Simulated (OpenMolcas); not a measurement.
Kr²⁺: Slater's ratio, the spin-orbit constant, worked from levels

* Program: OpenMolcas
* Basis: ANO-RCC-VTZP [6s5p3d1f]
* Scalar Hamiltonian: DKH2, point nucleus
* Active space: 6 electrons in 9 orbitals (RAS2 4s 4p; RAS3 4d, at most 2 electrons)
* State averaging: 2S+1 = 3 even, 3 roots; 2S+1 = 1 even, 7 roots; 2S+1 = 3 odd, 3 roots; 2S+1 = 1 odd, 3 roots
* Spin-orbit coupling: RASSI with atomic mean-field integrals over the reference wave functions, term energies averaged over their components

Methods: RASSCF; MS-RASPT2, IPEA 0.25 Eh, imaginary shift 0.1 Eh (closed shells correlated: 3d). Measured levels: Saloman, J. Phys. Chem. Ref. Data 36, 215 (2007).

**Slater's ratio.** With one set of orbitals, p4 has ¹D - ³P = 6 F2 and ¹S - ¹D = 9 F2 (F2 = F²/25), a ratio of 3/2. Term energies are centres of gravity, weighted by 2J + 1.

| Source | ¹D - ³P | ¹S - ³P | F2 from the first | Ratio |
| --- | --- | --- | --- | --- |
| RASSCF | 14674 | 32456 | 2446 | 1.212 |
| MS-RASPT2 | 13159 | 31610 | 2193 | 1.402 |
| measured | 12538 | 30973 | 2090 | 1.470 |

Energies in cm-1. A ratio away from 3/2 shows effects beyond one configuration with one set of orbitals, and in heavier atoms second-order spin-orbit shifts.

**The spin-orbit constant.** For the Hund term ³P of p4, E(J) = (A/2) J(J+1) + constant and ζ = -2S·A = -2A. From J = 0 to J = 2 the energy changes by 3 A.

```
   Source  E(2) - E(0)        A     ζ
   RASSCF      -4917.2  -1639.1  3278
MS-RASPT2      -4926.9  -1642.3  3285
 measured      -5312.9  -1771.0  3542
```

All in cm-1. MS-RASPT2 is off by -7.3 % and RASSCF by -7.4 %. Both methods take the spin-orbit matrix elements from the reference wave functions, so the second can move ζ only through the term energies and any multistate remixing. Second-order mixing with other terms is absorbed into this ζ.

Term energies are means over components that CASPT2 splits; among the terms shown or strongly mixed into the levels shown the widest spread is 28 cm-1 (4s² 4p⁴ ¹D, MS-RASPT2). The run also gave levels led by 4s² 4p³ 4d, which use shells meant for correlation; these and all levels above them are left out. Measured partners are found by configuration, term and J. A level has none where our copy of the source lacks it or the pairing is in doubt (some pairs that miss far off the trend of their configuration count as doubtful), and it then counts in no deviation. Levels of configurations outside the active space are missing.
